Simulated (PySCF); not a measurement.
From one molecule to another.

First species: C5H14SSi2.
SMILES: `C1CSC[C@H]([SiH2]C1)[SiH3]`

Second species: C₆H₁₁F₂NO.
SMILES: `CCC(F)(F)O/C(C)=N\C`

Levels: PBE0/pcSseg-1 for HOMO energy, LUMO energy and HOMO–LUMO gap. Geometries: GFN2-xTB. All species are isolated and taken at one optimised geometry, non-relativistic unless stated. Electronic properties by PySCF.

Dipoles, sizes and rotational constants follow the conformer. The torsions of the flexible species, by atom-mapped SMILES:
- `[CH3:1][CH2:2][C:3]([F:4])([F:5])[O:6]/[C:7]([CH3:8])=[N:9]\[CH3:10]`: C1–C2–C3–F4 57°, C2–C3–O6–C7 180°, C3–O6–C7–C8 0°

The conformers of `[SiH3][C@@H]1CSCCC[SiH2]1` aren't listed.

Values for the first species:

* HOMO energy: -6.48 eV
* LUMO energy: 0.52 eV
* HOMO–LUMO gap: 7.00 eV

Task: Estimate the same properties for the second species, and the change in each.

Result: 
```
     property     first    second  second less first
  HOMO energy  -6.48 eV  -7.43 eV           -0.95 eV
  LUMO energy   0.52 eV   0.33 eV           -0.19 eV
HOMO–LUMO gap   7.00 eV   7.76 eV           +0.76 eV
```

On the second:  GFN2-xTB frequencies show an imaginary mode (61i cm⁻¹), so this geometry is no minimum at that level.
